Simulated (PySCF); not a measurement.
Gas-phase reaction: ZrCl4 + 2 HOCl = ZrCl2(OH)2 + 2 Cl2

Computed with PySCF (xtb for GFN2) and rigid-rotor harmonic-oscillator thermochemistry at 1 bar. † marks an energy on the PBE0/def2-TZVP geometry and frequencies; other levels use their own. MP2 and CCSD(T) freeze the core. All species are closed-shell singlets. Zr: scalar-relativistic def2 core potential, no spin-orbit coupling. ZrCl2(OH)2: computed as isolated molecules; such fragments, hydroxides, amides, oligomers or adducts are transient or little studied in the gas. MP2 isn't extrapolated to the basis-set limit. CCSD(T) isn't extrapolated to the basis-set limit.

```csv
level,"ΔH°(298 K), kJ"
BLYP/def2-TZVP†,-109
CCSD(T)/def2-TZVPP†,-103
GFN2-xTB,___
HF/def2-TZVP†,___
M06-2X/def2-TZVP†,___
MP2/def2-SVP†,___
PBE0/def2-SVP†,-102
ωB97X-V/def2-TZVP†,-112
```

### Question
Complete the blanks.

### Answer

- GFN2-xTB, ΔH°(298 K), kJ: -77
- HF/def2-TZVP†, ΔH°(298 K), kJ: -117
- M06-2X/def2-TZVP†, ΔH°(298 K), kJ: -111
- MP2/def2-SVP†, ΔH°(298 K), kJ: -106
